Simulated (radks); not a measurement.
Excited configurations of Mg2+: one electron is placed in a higher orbital outside [He] 2s2 2p5. The ground configuration is [Ne]. Calculated with a radial shooting solver on a logarithmic mesh with Libxc functionals: non-relativistic Kohn-Sham, PBEsol, spin-unpolarised, spherical densities, point nucleus. Excitation = E - E(ground); binding = E(ion) - E, where the ion is the core of charge +3; n* = 3/sqrt(2 binding) in atomic units, and the quantum defect is n - n*.

outer orbital  excitation (eV)  binding (eV)     n*  eigenvalue (eV)
4d                      72.800         8.252  3.852           -6.838
4f                      73.436         7.616  4.010           -6.150
5p                      74.521         6.531  4.330           -5.608
6s                      76.205         4.846  5.027           -4.214
6f                      77.509         3.543  5.879           -3.031
7p                      77.909         3.143  6.242           -2.744

The Delta-SCF ionisation energy is 81.052 eV (NIST Atomic Spectra Database: 80.144 eV, measured). Self-interaction in the functional shifts the binding energies and quantum defects, so they are the method's values and not measured ones. Spin polarisation and multiplet splitting are left out, so open shells lie too high by an amount that depends on their filling.

Beside tabulated values, note that spin-unpolarised runs miss the spin-polarisation part of the exchange energy of open shells.
